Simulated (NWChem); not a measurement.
Molecule: C$_{4}$H$_{4}$OS; SMILES C=C=C1OCS1

```xyz
10

C      0.1377    -2.8868     0.0000
C     -0.0210    -1.5867     0.0000
C     -0.1394    -0.2844     0.0000
O     -1.2806     0.4778     0.0000
C     -0.6680     1.7534     0.0000
S      1.0325     1.0641     0.0000
H      0.2051    -3.4624    -0.9332
H      0.2051    -3.4624     0.9332
H     -0.9121     2.3305    -0.9062
H     -0.9121     2.3305     0.9062
```
Atoms are numbered in this order, from 1.

The geometry was optimised at PBE0/def2-SVP.

Q: Give the principal values of the shielding tensors (ppm) of C1, C2, C3, O4, C5 from B3LYP/6-311G** (spherical d), GIAO (NWChem), with their diamagnetic and paramagnetic parts as GIAO splits them.

A: 
```csv
atom,σ11,σ22,σ33,isotropic,diamagnetic,paramagnetic
C1,-2.6,76.3,164.2,79.3,258.8,-179.6
C2,-85.2,-41.4,21.1,-35.2,250.2,-285.4
C3,-15.7,24.6,100.4,36.4,270.2,-233.8
O4,117.0,206.5,260.0,194.5,390.3,-195.8
C5,76.8,102.7,150.4,110.0,247.6,-137.6
```
